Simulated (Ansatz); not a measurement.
`[SiH3]O[Si]1(Cl)CO1`, charge 0, multiplicity 1.

Q: Give a relaxed structure at PBE0-D4/def2-TZVP (Ansatz 0.2.0). (An estimate is asked.)

A: Ansatz gave: 
Cartesian coordinates in Å:
```
Si -1.9690 0.2021 1.1608
O -0.4793 0.2565 0.4590
Si 0.6737 -0.4373 -0.4078
Cl 0.0506 -2.2711 -1.0079
C 1.9922 0.4411 -1.2266
O 2.2208 -0.3034 0.0780
H -2.5071 -1.1781 1.0939
H -2.8617 1.1335 0.4308
H -1.8263 0.6306 2.5713
H 2.1380 1.5123 -1.1079
H 2.5682 0.0138 -2.0436
```
This is one stationary point; other conformers may exist.
